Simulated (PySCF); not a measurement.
**Electronic structure of Ta⁷²⁺ (tantalum, charge +72) at the UHF level**

Configuration: 1s1, 2S determinant. All numbers are calculated (PySCF 2.14, scalar relativity by spin-free X2C-1e, in an even-tempered Gaussian basis (16 s from 210 bohr⁻², ratio 2.2; 7 p from 320 bohr⁻², ratio 2.4; 4 d from 950 bohr⁻², ratio 2.4; 3 f from 1400 bohr⁻², ratio 2.4; 3 g from 2100 bohr⁻², ratio 2.4)).

```json
{
 "Total energy": "-2885.352109 hartree",
 "One-electron energy": "-2885.3521 hartree",
 "Hartree (Coulomb) energy": "27.1742 hartree",
 "Exchange energy": "-27.1742 hartree",
 "⟨S²⟩": "0.7500",
 "⟨L²⟩": "0.000",
 "Sum of ⟨r⟩": "0.01763 bohr",
 "Sum of ⟨r²⟩": "0.0004342 bohr²"
}
```

| shell | electrons | mean orbital energy (eV) | rms radius, mean of both spins (bohr) |
| --- | --- | --- | --- |
| 1s α | 1 | -78514.4 | 0.0208 |

Densities and radii are taken from the X2C orbitals without a picture-change correction, which distorts them close to the nucleus.
